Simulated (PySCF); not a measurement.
# ZrF₃⁺, singlet: molecular constants

These are results of PBE0/[Zr def2-TZVP with ECP28, F def2-TZVP], scalar-relativistic core potentials, density fitting, no spin–orbit coupling, PySCF, not measurements.

The structure is a minimum.

```xyz
4
charge 1 multiplicity 1, angstrom
Zr    0.0000    0.0000   -0.2213
F     1.7366    0.0000    0.3731
F    -0.8683    1.5039    0.3731
F    -0.8683   -1.5039    0.3731
```

| Property | Result |
| --- | --- |
| Point group | C3v |
| Bond lengths | Zr–F 1.836 Å (×3) |
| Bond angles | F–Zr–F 110.0° (×3) |
| Rotational constants | 0.1715, 0.1715, 0.09808 cm⁻¹ |
| Zero-point energy | 16.8 kJ/mol |
| Entropy at 298.15 K and 1 bar | 304.4 J/(mol K) |
| Dipole moment about the centre of mass | 4.74 D |
| Enthalpy at 298.15 K above 0 K | 15.47 kJ/mol |
| Highest occupied level | -18.24 eV |
| Heat capacity Cp at 298.15 K | 65.7 J/(mol K) |
| Rotational symmetry number | 3 |
| Principal polarisabilities | 16.5, 29.0, 29.0 bohr³ |
| Principal quadrupole moments (Buckingham, traceless) about the centre of mass | -4.34, -4.34, 8.68 D Å |
| Lowest empty level | -9.64 eV |

Harmonic modes (masses in u: Zr 89.905, F 18.998):
```json
{"symmetry": "a1", "ω (cm⁻¹)": "134", "IR (km/mol, summed over degenerate members)": "52.0", "μ (u)": "25.31"}
{"symmetry": "e", "ω (cm⁻¹)": "181", "IR (km/mol, summed over degenerate members)": "20.4", "μ (u)": "20.72"}
{"symmetry": "a1", "ω (cm⁻¹)": "767", "IR (km/mol, summed over degenerate members)": "25.5", "μ (u)": "20.14"}
{"symmetry": "e", "ω (cm⁻¹)": "771", "IR (km/mol, summed over degenerate members)": "432", "μ (u)": "23.30"}
```

In C3v the vibrations span 2a1 + 2e.

Charges (e):
```csv
atom,Mulliken,Löwdin,polar tensor,Mayer order to Zr1
Zr1,1.96,1.37,2.95,–
"F2,3,4",-0.32,-0.12,-0.65,1.11
```

Mulliken populations on Zr1 (electrons outside its core potential): s 2.10, p 6.14, d 1.64, f 0.16.

Outer orbital energies (eV). occupied: -19.81, -19.43, -19.20, -19.20, -18.50, -18.31, -18.24, -18.24; empty: -9.64, -8.45, -8.45, -6.33.

Formally Zr is in oxidation state +4, d0. A d0 centre has no lone pair, yet it is C3v rather than trigonal planar: covalent bonding through the d orbitals favours lower symmetry. The polar-tensor charge on Zr, 2.95, is below the formal one.

Other isomers or separated fragments may lie lower.

The final relaxation and frequency run took of the order of 5 core-minutes on a shared host.
